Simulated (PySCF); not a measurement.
trans-butane (C4H10), singlet, geometry from GFN2-xTB; DF-M06L/def2-SVP (PySCF).

Input for PySCF:
```python
from pyscf import gto, scf, dft

mol = gto.M(
    atom='''
C     0.699727    1.812145   -0.011762
C     0.706754    0.288539    0.002899
C    -0.706754   -0.288539   -0.002899
C    -0.699727   -1.812145    0.011762
H     1.715451    2.200964   -0.007348
H    -1.715451   -2.200964    0.007348
H     0.180119    2.199633    0.862117
H     0.194253    2.182731   -0.901124
H    -0.194253   -2.182731    0.901124
H    -0.180119   -2.199633   -0.862117
H     1.249124   -0.080315   -0.870905
H     1.234992   -0.063414    0.892195
H    -1.234992    0.063414   -0.892195
H    -1.249124    0.080315    0.870905
''',
    basis='def2-svp',
    charge=0,
    spin=0,
    verbose=4,
)

mf = dft.RKS(mol)
mf.xc = 'm06l'
mf.grids.becke_scheme = dft.gen_grid.stratmann
mf = mf.density_fit(auxbasis='def2-universal-jkfit')
mf.kernel()
```

### Question
Write the output that PySCF gives for this input, abridged.

### Answer

```
PySCF version 2.14.0

[INPUT] verbose = 4
[INPUT] num. atoms = 14
[INPUT] num. electrons = 34
[INPUT] charge = 0
[INPUT] spin (= nelec alpha-beta = 2S) = 0
[INPUT] symmetry False subgroup None
[INPUT] Mole.unit = angstrom
[INPUT] Symbol           X                Y                Z      unit          X                Y                Z       unit  Magmom
[INPUT]  1 C      0.699727000000   1.812145000000  -0.011762000000 AA    1.322292391964   3.424457748000  -0.022226958677 Bohr   0.0
[INPUT]  2 C      0.706754000000   0.288539000000   0.002899000000 AA    1.335571497441   0.545259686256   0.005478316035 Bohr   0.0
[INPUT]  3 C     -0.706754000000  -0.288539000000  -0.002899000000 AA   -1.335571497441  -0.545259686256  -0.005478316035 Bohr   0.0
[INPUT]  4 C     -0.699727000000  -1.812145000000   0.011762000000 AA   -1.322292391964  -3.424457748000   0.022226958677 Bohr   0.0
[INPUT]  5 H      1.715451000000   2.200964000000  -0.007348000000 AA    3.241732570111   4.159219170027  -0.013885707563 Bohr   0.0
[INPUT]  6 H     -1.715451000000  -2.200964000000   0.007348000000 AA   -3.241732570111  -4.159219170027   0.013885707563 Bohr   0.0
[INPUT]  7 H      0.180119000000   2.199633000000   0.862117000000 AA    0.340375579831   4.156703944555   1.629165017332 Bohr   0.0
[INPUT]  8 H      0.194253000000   2.182731000000  -0.901124000000 AA    0.367084968875   4.124763793598  -1.702877564273 Bohr   0.0
[INPUT]  9 H     -0.194253000000  -2.182731000000   0.901124000000 AA   -0.367084968875  -4.124763793598   1.702877564273 Bohr   0.0
[INPUT] 10 H     -0.180119000000  -2.199633000000  -0.862117000000 AA   -0.340375579831  -4.156703944555  -1.629165017332 Bohr   0.0
[INPUT] 11 H      1.249124000000  -0.080315000000  -0.870905000000 AA    2.360502255621  -0.151773353694  -1.645771930514 Bohr   0.0
[INPUT] 12 H      1.234992000000  -0.063414000000   0.892195000000 AA    2.333796646029  -0.119835092463   1.686004199706 Bohr   0.0
[INPUT] 13 H     -1.234992000000   0.063414000000  -0.892195000000 AA   -2.333796646029   0.119835092463  -1.686004199706 Bohr   0.0
[INPUT] 14 H     -1.249124000000   0.080315000000   0.870905000000 AA   -2.360502255621   0.151773353694   1.645771930514 Bohr   0.0

nuclear repulsion = 131.251166506795
number of shells = 54
number of NR pGTOs = 166
number of NR cGTOs = 106
basis = def2-svp
ecp = {}

******** <class 'pyscf.df.df_jk.DFRKS'> ********
method = DFRKS
initial guess = minao
damping factor = 0
level_shift factor = 0
DIIS = <class 'pyscf.scf.diis.CDIIS'>
diis_start_cycle = 1
diis_space = 8
diis_damp = 0
SCF conv_tol = 1e-09
SCF conv_tol_grad = None
SCF max_cycles = 50
direct_scf = False
XC library pyscf.dft.libxc version 7.1.2
    S. Lehtola, C. Steigemann, M. J. T. Oliveira, and M. A. L. Marques,  SoftwareX 7, 1–5 (2018)
XC functionals = m06l
    Y. Zhao and D. G. Truhlar,  J. Chem. Phys. 125, 194101 (2006)
    Y. Zhao and D. G. Truhlar,  J. Chem. Phys. 125, 194101 (2006)
    Y. Zhao and D. G. Truhlar,  Theor. Chem. Acc. 120, 215 (2008)
radial grids:
    Treutler-Ahlrichs [JCP 102, 346 (1995); DOI:10.1063/1.469408] (M4) radial grids

becke partition: Stratmann, Scuseria, Frisch. CPL, 257, 213 (1996); DOI:10.1016/0009-2614(96)00600-8
pruning grids: <function nwchem_prune>
grids dens level: 3
symmetrized grids: False
atomic radii adjust function: <function treutler_atomic_radii_adjust>
small_rho_cutoff = 0
Set gradient conv threshold to 3.16228e-05
Initial guess from minao.
tot grids = 154552
init E= -158.186209654797
  HOMO = -0.378420358389509  LUMO = 0.02212096187941  gap/eV = 10.89928
cycle= 1 E= -158.240751151688  delta_E= -0.0545  |g|= 0.493  |ddm|= 3.42
  HOMO = -0.193833947754038  LUMO = 0.103295544818528  gap/eV = 8.08531
cycle= 2 E= -158.18528266334  delta_E= 0.0555  |g|= 0.68  |ddm|= 1.21
  HOMO = -0.28784087866322  LUMO = 0.0752242504973437  gap/eV = 9.87951
cycle= 3 E= -158.311341395281  delta_E= -0.126  |g|= 0.0346  |ddm|= 0.721
  HOMO = -0.28688343954955  LUMO = 0.0756983541604952  gap/eV = 9.86635
cycle= 4 E= -158.311532003536  delta_E= -0.000191  |g|= 0.021  |ddm|= 0.0593
  HOMO = -0.288328667267064  LUMO = 0.075510986558498  gap/eV = 9.90058
cycle= 5 E= -158.31163764495  delta_E= -0.000106  |g|= 0.00468  |ddm|= 0.0231
  HOMO = -0.288022601335372  LUMO = 0.0756438643653041  gap/eV = 9.89587
cycle= 6 E= -158.31164314401  delta_E= -5.5e-06  |g|= 0.000452  |ddm|= 0.00487
  HOMO = -0.287978804620068  LUMO = 0.0756779382924968  gap/eV = 9.89560
cycle= 7 E= -158.311643197731  delta_E= -5.37e-08  |g|= 0.000109  |ddm|= 0.000737
  HOMO = -0.287967108927501  LUMO = 0.0756787453224121  gap/eV = 9.89531
cycle= 8 E= -158.311643201244  delta_E= -3.51e-09  |g|= 1.44e-05  |ddm|= 0.000178
  HOMO = -0.28796686855592  LUMO = 0.0756786932563274  gap/eV = 9.89530
cycle= 9 E= -158.3116432013  delta_E= -5.6e-11  |g|= 1.81e-06  |ddm|= 2.34e-05
  HOMO = -0.287966833012611  LUMO = 0.0756788613430794  gap/eV = 9.89530
Extra cycle  E= -158.311643201303  delta_E= -2.27e-12  |g|= 1.02e-06  |ddm|= 4.56e-06
converged SCF energy = -158.311643201303
```
